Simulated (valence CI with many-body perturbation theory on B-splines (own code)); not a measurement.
**Si VII: E2, M1 decay**

Calculated by relativistic CI+MBPT: six valence electrons over a frozen Dirac-Fock core [He], a basis of 9 s, 9 p, 8 d, 6 f, 3 g, 1 h functions for each j, with the one-electron correlation potential Σ1 (screened to all orders), the two-electron term Σ2, the three-electron term Σ3, Breit, model QED; selected single and double excitations, second order for the rest, scaled by the run's own slope (own B-spline code, finite nucleus).

Set against measurement, 15 paired levels are off by 254 cm⁻¹ on average, the worst by 713. These come from a selection out of NIST levels in Kelleher and Podobedova, J. Phys. Chem. Ref. Data 37, 1285 (2008); Martin and Zalubas, J. Phys. Chem. Ref. Data 12, 323 (1983). Levels without a partner in it may be off by more. Among the levels kept, up to 1300 cm⁻¹ of a level comes from second order outside the variational space, and about a tenth of that is noise between levels of different J, which matters for small intervals.

Lines 1 to 9 of 9 in falling wavelength, among levels below 167.97 eV, chosen from the decays that carry over 1 % of a level's rate. Wavelengths and rates use the calculated energies, so an error of 300 cm⁻¹ moves a line at 233.9 nm by 0.7 % and its rate by three times that or more. Electric multipoles are in the length gauge, E1 and E2 with the static RPA response of the core. Weak lines are less certain than strong ones. Lines between different terms over intervals too small for the method are left out, as are lines whose strength nearly cancels.

Letters in brackets count levels of one name in rising energy.

| λ vac (nm) | λ from measured levels | Upper | Lower | Type | A (s⁻¹) | Branch % |
| --- | --- | --- | --- | --- | --- | --- |
| 6488 | 6515 | 2s²2p⁴ ³P_0 | 2s²2p⁴ ³P_1 | M1 | 1.98e-01 | 100.0 |
| 2495 | 2481 | 2s²2p⁴ ³P_1 | 2s²2p⁴ ³P_2 | M1 | 1.45e+00 | 100.0 |
| 233.9 | 235.1 | 2s²2p⁴ ¹D_2 | 2s²2p⁴ ³P_1 | M1 | 3.19e+00 | 20.3 |
| 213.9 | 214.7 | 2s²2p⁴ ¹D_2 | 2s²2p⁴ ³P_2 | M1 | 1.25e+01 | 79.6 |
| 189.0 | 189.5 | 2s²2p⁴ ¹S_0 | 2s²2p⁴ ¹D_2 | E2 | 5.75e+00 | 3.9 |
| 104.6 | 104.9 | 2s²2p⁴ ¹S_0 | 2s²2p⁴ ³P_1 | M1 | 1.43e+02 | 96.1 |
| 7.953 |  | 2s²2p³3p ³P_1 [a] | 2s²2p⁴ ³P_2 | E2 | 1.01e+07 | 1.2 |
| 7.952 |  | 2s²2p³3p ³P_0 [a] | 2s²2p⁴ ³P_2 | E2 | 1.34e+07 | 1.7 |
| 7.876 |  | 2s²2p³3p ¹F_3 | 2s²2p⁴ ¹D_2 | E2 | 1.31e+07 | 1.9 |
